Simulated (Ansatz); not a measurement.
C2H10GeO2P2, singlet, geometry from GFN2-xTB, with bond 13-5 at 2.4 times its length; SC-NEVPT2/STO-3G, CASSCF(2,3) run with Ansatz (an electronic-structure program).

Here is a job for Ansatz.
Ansatz 0.2 input:
```yaml
crystal:
  periodic: [false, false, false]
  atoms:
    - {symbol: C, position_ang: [-0.93508418, -1.59097038, 1.97693379]}
    - {symbol: O, position_ang: [-1.14050879, -0.43057399, 1.21419549]}
    - {symbol: Ge, position_ang: [-0.12613407, 0.12911843, -0.17195922]}
    - {symbol: P, position_ang: [0.85990004, -1.83899424, -1.06402497]}
    - {symbol: P, position_ang: [-1.55250276, 1.78591000, -1.00720164]}
    - {symbol: O, position_ang: [1.25898414, 1.11537420, 0.47149063]}
    - {symbol: C, position_ang: [2.44225368, 0.58662019, 1.01236161]}
    - {symbol: H, position_ang: [-0.41421345, -1.34870275, 2.90685173]}
    - {symbol: H, position_ang: [-0.34669094, -2.33898328, 1.43119475]}
    - {symbol: H, position_ang: [-1.91218878, -2.01832630, 2.21396088]}
    - {symbol: H, position_ang: [-0.33492654, -2.19465663, -1.67310808]}
    - {symbol: H, position_ang: [1.29099772, -1.15088055, -2.18939341]}
    - {symbol: H, position_ang: [1.05349198, 3.76298224, -1.67302766]}
    - {symbol: H, position_ang: [-1.67496860, 2.28570469, 0.28244590]}
    - {symbol: H, position_ang: [2.34289095, 0.44304097, 2.09126139]}
    - {symbol: H, position_ang: [2.70388916, -0.37460054, 0.55387895]}
    - {symbol: H, position_ang: [3.24639351, 1.29988763, 0.81736938]}
basis:
  gaussian:
    orbitals: STO-3G
magnetization: {spin_polarized: false}
correlation: {method: sc_nevpt2, electrons: all, active_space: {window: {electrons: 2, orbitals: 3}}}
```

**Question.** Write the output that Ansatz gives for this input, abridged.

**Answer.** 
```
Functional definition: HF
809 factors; integrals over basis functions are off by at most 3.3e-5 eV
mean field evaluation 1: about -80362.9053 eV, gradient 3.4e1 eV
mean field evaluation 2: about -80363.1730 eV, gradient 3.4e1 eV
mean field evaluation 4: about -80368.1897 eV, gradient 1.7e1 eV
mean field evaluation 8: about -80371.7311 eV, gradient 2.0e-1 eV
mean field evaluation 16: about -80370.0534 eV, gradient 1.0e-2 eV
mean field -80371.72653222 eV, -2953.6064721463 hartree, gradient 2.9e-6 eV, S^2 0.000000; 2 other end points of the search recorded, 0 dependent functions left out; unrestricted orbitals would lower it
reference -80371.72653222 eV, -2953.6064721463 hartree; 50, 50 occupied and 16, 16 virtual orbitals, 809 factors
state -80377.32307198 eV, -2953.8121411891 hartree
state -80377.32307198 eV, -2953.8121411891 hartree; corrected -80384.69888724 eV, -2954.0831974003 hartree
WARN: 1 active orbitals are nearly empty or full. The corrections depend on them more than the energy does, and are more stable in an active space without them
Total energy: -80384.69888724 eV, -2954.0831974003 hartree
```
